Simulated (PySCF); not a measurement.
Isomers of C4H11B, mass 70.095 u with the commonest isotopes. Level of theory: PySCF 2.14.0, PBE0-D3(BJ)/def2-SVP geometry optimisation, gas phase. One conformer each, none proved a minimum here; rigid rotors.

Task: Order these by rotational constant A, largest first.
A. BH2(iBu), `C(C)(CB)C`
B. `[CH3:1][BH:2][CH2:3][CH2:4][CH3:5]` with C1–B2–C3–C4 1°, B2–C3–C4–C5 180°
C. `C(C)(B)(C)C`

Result: B (12101 MHz), A (6220 MHz), C (4811 MHz).

Task: Order these by out-of-plane moment Σ m c² = (Ia + Ib − Ic)/2, largest first.
A. BH2(iBu) (`BCC(C)C`)
B. `[CH3:1][BH:2][CH2:3][CH2:4][CH3:5]` with C1–B2–C3–C4 1°, B2–C3–C4–C5 180°
C. `BC(C)(C)C`

Result: C (46.98 u·Å²), A (25.44 u·Å²), B (6.17 u·Å²).

Task: Order these by rotational constant C, smallest first.
A. BH2(iBu) (`[H]B([H])CC(C)C`)
B. `[CH3:1][BH:2][CH2:3][CH2:4][CH3:5]` with C1–B2–C3–C4 1°, B2–C3–C4–C5 180°
C. `BC(C)(C)C`

Result: B (1989 MHz), A (3102 MHz), C (4222 MHz).

```csv
SMILES,point group,Ia (u·Å²),Ib (u·Å²),Ic (u·Å²),κ,μa (D),μb (D),μc (D)
[H]B([H])CC(C)C,–,81.26,132.58,162.95,-0.54,0.42,0.01,0.65
CBCCC,–,41.76,224.71,254.13,-0.95,0.15,0.37,0.08
BC(C)(C)C,Cs,105.04,108.60,119.69,0.46,0.33,0.00,0.61
```
